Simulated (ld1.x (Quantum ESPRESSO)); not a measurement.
# tellurium TM: all-electron and pseudo phase curves

* Element: Te (Z = 52)
* Generator: ld1.x (Quantum ESPRESSO) 7.5
* Type: norm-conserving Troullier–Martins (Kleinman–Bylander form)
* Functional: PBE
* Relativity: scalar-relativistic
* Frozen core: [Kr] 4d10
* Valence charge: 6
* Reference configuration: 5s1 5p5
* Partial waves: 5s (bound): rc 1.50 bohr; 5p (bound): rc 1.85 bohr
* Local potential: all-electron potential smoothed inside 1.25 bohr (lloc = -1)
* Core correction: a·sin(br)/r model core, default radius (core density twice the valence density)

The phase is arctan(r·u′/u) with u = r·R(r), unwrapped; energies in Ry, scanned from -3 to 5 Ry. A pole is an energy at which the radial function vanishes at the test radius. The pseudo phase is shifted by a multiple of π to meet the all-electron one at the reference energy, and phase errors are pseudo minus all-electron; the curves can meet again beyond the range given. Levels narrower than the energy grid can be missing from the lists of poles.

```tsv
channel	radius (bohr)	reference energy (Ry)	poles, all-electron	poles, pseudo	unbroken range about the reference energy with phases within 0.05 rad	phase error 1 Ry above the reference energy (rad)
s	2.00	-1.17	2.46	2.14	below 3.6	-0.004
p	2.00	-0.48	4.42	-2.73, 4.29	above -2.4	+0.006
```

Note: ghost states, extra bound levels that the all-electron valence spectrum of the same l lacks: s at -149.5 eV, p at -37.5 eV, d at -25.0 eV. A true bound ghost makes a file unfit for plane-wave use.

Phases in the s channel:

```tsv
E (Ry)	all-electron	pseudo
-3.00	1.033	1.029
-2.76	0.969	0.964
-2.52	0.883	0.878
-2.28	0.767	0.762
-2.04	0.604	0.600
-1.80	0.377	0.373
-1.56	0.075	0.073
-1.32	-0.270	-0.270
-1.08	-0.587	-0.587
-0.84	-0.832	-0.832
-0.60	-1.008	-1.010
-0.36	-1.134	-1.137
-0.12	-1.226	-1.230
0.12	-1.295	-1.301
0.36	-1.350	-1.357
0.60	-1.393	-1.401
0.84	-1.429	-1.438
1.08	-1.459	-1.470
1.32	-1.484	-1.497
1.56	-1.506	-1.521
1.80	-1.526	-1.543
2.04	-1.544	-1.563
2.28	-1.560	-1.581
2.52	-1.575	-1.600
2.76	-1.588	-1.617
3.00	-1.601	-1.635
3.24	-1.613	-1.653
3.48	-1.625	-1.673
3.72	-1.637	-1.693
3.96	-1.649	-1.716
4.20	-1.660	-1.743
4.44	-1.671	-1.776
4.68	-1.683	-1.816
4.92	-1.695	-1.870
```
